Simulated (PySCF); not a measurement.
CH₄B (calculated)

Calculation on a computer-drawn molecule: vertical ionisation energy to the stated ion spin, frozen-core CCSD(T) at the basis limit and cheaper methods, single-reference cases, UHF for radicals, no spin-orbit; all values are single points at the evaluated structure, the first of each entry, which is the reference or a displaced copy of it and isn't optimised; the reference structure only sets the zero of the energies above reference; triples share is (T) over the correlation energy. Program: PySCF 2.14.0.

Common to all runs: charge 0; multiplicity 2; ion multiplicity 1; diffuse functions no; basis cc-pVnZ; reference is the Hartree-Fock double-zeta minimum; best is HF at quadruple zeta + MP2 correlation extrapolated from triple and quadruple zeta + CCSD(T) minus MP2 at triple zeta; basis step is the size of the change from the same recipe one zeta lower.

(1) 
```xyz
6
formula=CH4B ionisation_energy_best=10.22 ionisation_energy_basis_step=0.02199 energy_above_reference_best=1.827 energy_above_reference_basis_step=0.1572 total_energy_HF_triple_zeta=-64.8450 total_energy_CCSD(T)_triple_zeta=-65.1355 total_energy_best=-65.1673 T1_diagnostic_at_triple_zeta=0.01266 D1_diagnostic_at_triple_zeta=0.04765 spin_squared_at_triple_zeta=0.7586 ion_T1_diagnostic_at_triple_zeta=0.006293 ion_D1_diagnostic_at_triple_zeta=0.01095 triples_share_at_triple_zeta=0.02995 basis_functions_triple_zeta=116 dipole_magnitude_HF_at_triple_zeta=0.7555 dipole_magnitude_CCSD_unrelaxed_at_triple_zeta=0.9482 dipole_magnitude_PBE_at_triple_zeta=1.197 dipole_magnitude_r2SCAN_at_triple_zeta=1.076 dipole_magnitude_B3LYP_at_triple_zeta=1.089 dipole_magnitude_wB97X_at_triple_zeta=1.023
B      0.0217     0.6518     1.7544
C     -1.4545     0.1535     1.3700
H      0.9034    -0.1264     1.9034
H      0.2205     1.8360     1.8890
H     -1.6795    -0.9116     1.2568
H     -2.3092     0.8137     1.2097
```

Units: ionisation_energy_best, ionisation_energy_basis_step in eV; energy_above_reference_best, energy_above_reference_basis_step in kcal/mol; total_energy_HF_triple_zeta, total_energy_CCSD(T)_triple_zeta, total_energy_best in hartree; dipole_magnitude_HF_at_triple_zeta, dipole_magnitude_CCSD_unrelaxed_at_triple_zeta, dipole_magnitude_PBE_at_triple_zeta, dipole_magnitude_r2SCAN_at_triple_zeta, dipole_magnitude_B3LYP_at_triple_zeta, dipole_magnitude_wB97X_at_triple_zeta in debye.

Reference structure:
```xyz
6
CH4B
B      0.0094     0.6607     1.7598
C     -1.3985     0.1631     1.3925
H      0.9061    -0.1212     1.9252
H      0.2251     1.8357     1.8849
H     -1.6375    -0.8893     1.2698
H     -2.2376     0.8344     1.2340
```

Drawn bonds:
```tsv
atom	other atom	order
1	2	1
1	3	1
1	4	1
2	5	1
2	6	1
```

Triple zeta:
```tsv
method	ionisation energy (eV)	energy above reference (kcal/mol)
HF	9.316	1.873
PBE	10.55	1.58
r2SCAN	10.62	1.855
B3LYP	10.38	1.904
wB97X	10.21	1.949
MP2	10.17	1.877
CCSD	10.09	1.705
CCSD(T)	10.16	1.606
```

(2) 
```xyz
6
formula=CH4B ionisation_energy_best=9.264 ionisation_energy_basis_step=0.01887 energy_above_reference_best=35.52 energy_above_reference_basis_step=0.6464 total_energy_HF_triple_zeta=-64.7898 total_energy_CCSD(T)_triple_zeta=-65.0827 total_energy_best=-65.1136 T1_diagnostic_at_triple_zeta=0.02008 D1_diagnostic_at_triple_zeta=0.07678 spin_squared_at_triple_zeta=0.7719 ion_T1_diagnostic_at_triple_zeta=0.006944 ion_D1_diagnostic_at_triple_zeta=0.01421 triples_share_at_triple_zeta=0.03278 basis_functions_triple_zeta=116 dipole_magnitude_HF_at_triple_zeta=0.3445 dipole_magnitude_CCSD_unrelaxed_at_triple_zeta=0.05024 dipole_magnitude_PBE_at_triple_zeta=0.3992 dipole_magnitude_r2SCAN_at_triple_zeta=0.1763 dipole_magnitude_B3LYP_at_triple_zeta=0.1776 dipole_magnitude_wB97X_at_triple_zeta=0.05734
B      0.0217     0.6518     1.7544
C     -1.8032     0.0358     1.2792
H      0.9034    -0.1264     1.9034
H      0.2205     1.8360     1.8890
H     -2.0282    -1.0293     1.1660
H     -2.6579     0.6960     1.1189
```

Units: ionisation_energy_best, ionisation_energy_basis_step in eV; energy_above_reference_best, energy_above_reference_basis_step in kcal/mol; total_energy_HF_triple_zeta, total_energy_CCSD(T)_triple_zeta, total_energy_best in hartree; dipole_magnitude_HF_at_triple_zeta, dipole_magnitude_CCSD_unrelaxed_at_triple_zeta, dipole_magnitude_PBE_at_triple_zeta, dipole_magnitude_r2SCAN_at_triple_zeta, dipole_magnitude_B3LYP_at_triple_zeta, dipole_magnitude_wB97X_at_triple_zeta in debye.

Reference structure:
```xyz
6
CH4B
B      0.0094     0.6607     1.7598
C     -1.3985     0.1631     1.3925
H      0.9061    -0.1212     1.9252
H      0.2251     1.8357     1.8849
H     -1.6375    -0.8893     1.2698
H     -2.2376     0.8344     1.2340
```

Drawn bonds:
```tsv
atom	other atom	order
1	2	1
1	3	1
1	4	1
2	5	1
2	6	1
```

Triple zeta:
```tsv
method	ionisation energy (eV)	energy above reference (kcal/mol)
HF	8.335	36.51
PBE	9.575	33.85
r2SCAN	9.632	35.46
B3LYP	9.39	35.48
wB97X	9.195	36.73
MP2	9.166	36.93
CCSD	9.114	35.39
CCSD(T)	9.196	34.73
```

(3) 
```xyz
6
formula=CH4B ionisation_energy_best=9.149 ionisation_energy_basis_step=0.01815 energy_above_reference_best=42.15 energy_above_reference_basis_step=0.6929 total_energy_HF_triple_zeta=-64.7789 total_energy_CCSD(T)_triple_zeta=-65.0722 total_energy_best=-65.1030 T1_diagnostic_at_triple_zeta=0.02197 D1_diagnostic_at_triple_zeta=0.07953 spin_squared_at_triple_zeta=0.7801 ion_T1_diagnostic_at_triple_zeta=0.00731 ion_D1_diagnostic_at_triple_zeta=0.01616 triples_share_at_triple_zeta=0.03329 basis_functions_triple_zeta=116 dipole_magnitude_HF_at_triple_zeta=0.4948 dipole_magnitude_CCSD_unrelaxed_at_triple_zeta=0.1639 dipole_magnitude_PBE_at_triple_zeta=0.2663 dipole_magnitude_r2SCAN_at_triple_zeta=0.0542 dipole_magnitude_B3LYP_at_triple_zeta=0.05325 dipole_magnitude_wB97X_at_triple_zeta=0.2013
B      0.0217     0.6518     1.7544
C     -1.8593     0.0169     1.2646
H      0.9034    -0.1264     1.9034
H      0.2205     1.8360     1.8890
H     -2.0843    -1.0482     1.1514
H     -2.7140     0.6771     1.1043
```

Units: ionisation_energy_best, ionisation_energy_basis_step in eV; energy_above_reference_best, energy_above_reference_basis_step in kcal/mol; total_energy_HF_triple_zeta, total_energy_CCSD(T)_triple_zeta, total_energy_best in hartree; dipole_magnitude_HF_at_triple_zeta, dipole_magnitude_CCSD_unrelaxed_at_triple_zeta, dipole_magnitude_PBE_at_triple_zeta, dipole_magnitude_r2SCAN_at_triple_zeta, dipole_magnitude_B3LYP_at_triple_zeta, dipole_magnitude_wB97X_at_triple_zeta in debye.

Reference structure:
```xyz
6
CH4B
B      0.0094     0.6607     1.7598
C     -1.3985     0.1631     1.3925
H      0.9061    -0.1212     1.9252
H      0.2251     1.8357     1.8849
H     -1.6375    -0.8893     1.2698
H     -2.2376     0.8344     1.2340
```

Drawn bonds:
```tsv
atom	other atom	order
1	2	1
1	3	1
1	4	1
2	5	1
2	6	1
```

Triple zeta:
```tsv
method	ionisation energy (eV)	energy above reference (kcal/mol)
HF	8.219	43.39
PBE	9.453	40.26
r2SCAN	9.511	42.07
B3LYP	9.267	42.06
wB97X	9.069	43.62
MP2	9.036	44.05
CCSD	8.998	42.09
CCSD(T)	9.081	41.32
```
